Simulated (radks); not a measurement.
Q: All-electron atom: Hg LI in [Ar] 3d10 4s2. All-electron calculation, non-relativistic Kohn-Sham, LB94 model potential, spin-polarised, spherical densities, point nucleus; relativity is left out, which matters for an element this heavy. Program: a radial shooting solver on a logarithmic mesh with Libxc functionals. Some entries of the table are withheld. Estimate them.

| orbital | occ. | eigenvalue (eV) | <1/r> (bohr^-1) | r(max) (bohr) |
|---|---|---|---|---|
| 1s | 2 | -77931.61 | 79.49 | 0.01256 |
| 2s | 2 | -15269.27 | 18.77 | (1) |
| 2p | 6 | -14808.33 | (2) | 0.05279 |
| 3s | 2 | -5499.770 | 7.429 | (3) |
| 3p | 6 | -5285.595 | (4) | (5) |
| 3d | 10 | -4893.604 | 7.317 | 0.1351 |
| 4s | 2 | -2788.949 | 3.842 | 0.3769 |

A: 
(1) 2s r(max) (bohr): 0.06812
(2) 2p <1/r> (bohr^-1): 18.81
(3) 3s r(max) (bohr): 0.1843
(4) 3p <1/r> (bohr^-1): 7.390
(5) 3p r(max) (bohr): 0.1730
